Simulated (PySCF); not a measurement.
Atoms are numbered as in `[CH:1]#[C:2][CH2:3][C:4]([CH3:5])([SiH3:6])[SiH3:7]` (H(Xn): hydrogen on atom n).

PySCF calculation with geometry from GFN2-xTB and σ from GIAO-PBE0/pcSseg-1; rapidly exchanging positions averaged, a single conformation, no solvent model, relativity neglected.

δ = σ(ref) − σ, references computed at the same level: TMS for ¹³C.

**Question.** Do the ¹³C shifts follow the atomic charges (in e)? Tabulate both.

**Answer.** 
| atoms | hybridisation | δ (ppm) | σ para (ppm) | Hirshfeld | IAO | Mulliken | ESP-fitted |
| --- | --- | --- | --- | --- | --- | --- | --- |
| C2 | sp | 86.1 | -159 | -0.03 | -0.03 | +0.18 | +0.20 |
| C1 | sp | 79.6 | -152 | -0.11 | -0.25 | -0.38 | -0.56 |
| C3 | sp3 | 28.6 | -92 | -0.05 | -0.27 | -0.07 | -0.41 |
| C5 | sp3 | 21.5 | -83 | -0.12 | -0.41 | -0.18 | -0.56 |
| C4 | sp3 | 8.4 | -75 | -0.13 | -0.46 | -0.92 | +0.15 |

Correlation coefficients of δ with charge over these carbons: Hirshfeld +0.52, IAO +0.87, Mulliken +0.56, ESP-fitted +0.06; with the paramagnetic shielding -1.00. With so few points, grouped by hybridisation, these coefficients are fragile. Charge is one influence among several: hybridisation and low-lying excitations act through the paramagnetic term.

Shifts are as computed. Against solution values, carbons near 30 ppm lie about +3 ppm off and those near 130 ppm about +5 ppm. Of 1211 compounds with measured shifts, 218 miss one by over three times the rms of a fit or turn the order of signals round; such compounds aren't used in these exercises.
